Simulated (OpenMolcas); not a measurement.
**Ti3+: moving the ligands**

Ti3+ with 6 ligands (bromide) in octahedral coordination (Oh) at 2.58 Å. A charge of +0.5 e stands 2.8 Å behind each ligand. Ligand basis ANO-RCC-VDZP.
```
Ti    0.0000    0.0000    0.0000
Br    2.5800    0.0000    0.0000
Br    0.0000    2.5800    0.0000
Br   -2.5800    0.0000    0.0000
Br    0.0000   -2.5800    0.0000
Br    0.0000    0.0000    2.5800
Br    0.0000    0.0000   -2.5800
```

```json
{"Program": "OpenMolcas", "Method": "CASSCF", "Basis": "ANO-RCC-VTZP [6s5p3d2f1g]", "Scalar Hamiltonian": "DKH2, point nucleus", "Active space": "1 electron in 5 orbitals (3d)", "State averaging": "2S+1 = 2 even, 5 roots", "Spin-orbit coupling": "RASSI with atomic mean-field integrals over the reference wave functions"}
```

Runs around this geometry, states (labels of O, the rotations of Oh). Energies in cm-1 above the lowest state or level, χT in cm3 K/mol; under a threefold ground state the first gap can be a small split of the lowest multiplet, not the spin-orbit step; 10Dq is the gap between the two states.

```json
{"R (Å)": "2.42", "Ground state": "2T2", "First state of that spin": "2E 13272", "10Dq": "13272", "First gap with spin-orbit (degeneracies)": "266.2 (4, 2)", "χT at 300 K": "0.416"}
{"R (Å)": "2.58", "Ground state": "2T2", "First state of that spin": "2E 9527", "10Dq": "9527", "First gap with spin-orbit (degeneracies)": "255.9 (4, 2)", "χT at 300 K": "0.429"}
{"R (Å)": "2.67", "Ground state": "2T2", "First state of that spin": "2E 7959", "10Dq": "7959", "First gap with spin-orbit (degeneracies)": "251.0 (4, 2)", "χT at 300 K": "0.437"}
```

Taking |10Dq| as R^-n, n = -ln(7959 / 13272) / ln(2.67 / 2.42) = 5.2 between the shortest and longest distance. The point-charge formula for a cubic d site gives n = 5.

An orbital triplet at a regular site is open to Jahn-Teller coupling, which can distort the site and quench the lowest spin-orbit gaps and is left out. Ligand-to-metal charge-transfer states are missing. With metal d orbitals alone and no dynamic correlation the field as a rule comes out too small, by tens of per cent, by up to half for chloride and softer ligands. The least metal-like active orbital is 83 % on the metal (Löwdin) and no ligand orbital is active, so the numbers are rough (holds for R = 2.42). No measured value stands beside these numbers; the geometry is a model, was not optimised and need not be the one that this ion takes.
